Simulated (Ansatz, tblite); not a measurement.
Cost and result up the ladder for [InCl4]- (InCl4⁻) (5 atoms). Total charge -1; singlet. Geometry: PBE-D4/def2-SVPD.

```tsv
atom	x (Å)	y (Å)	z (Å)
In1	0.000	0.000	0.000
Cl2	2.061	-0.115	1.287
Cl3	0.447	-0.635	-2.305
Cl4	-0.869	2.271	0.062
Cl5	-1.639	-1.522	0.957
```

Ansatz on 4 threads of Intel Xeon on a shared host; xTB runs through tblite on one thread. Times are rough, summed over both states, and most runs start from the orbitals of an earlier one. No level here is sound enough to serve as a yardstick. The other state is a triplet.

In the def2 sets In takes a core potential; there is no spin–orbit coupling. The xTB rows come from tblite. HOMO above LUMO, or a gap near zero within one spin, warns that the state may not be the lowest or that an electron is smeared out.

xTB has no spin-polarisation term.

| level | functions | wall time | vertical triplet (eV) | remarks |
| --- | --- | --- | --- | --- |
| GFN1-xTB | 45 | 0.042 s | 4.41 | – |
| GFN2-xTB | 45 | 0.046 s | 3.67 | – |
| PBE-D4/def2-TZVPD | 240 | 29 s | 4.23 | HOMO above zero (triplet), gap within one spin near zero (triplet) |
| r2SCAN-D4/def2-TZVPD (with forces) | 240 | 77 s | 4.66 | HOMO above zero (triplet), gap within one spin near zero (triplet) |
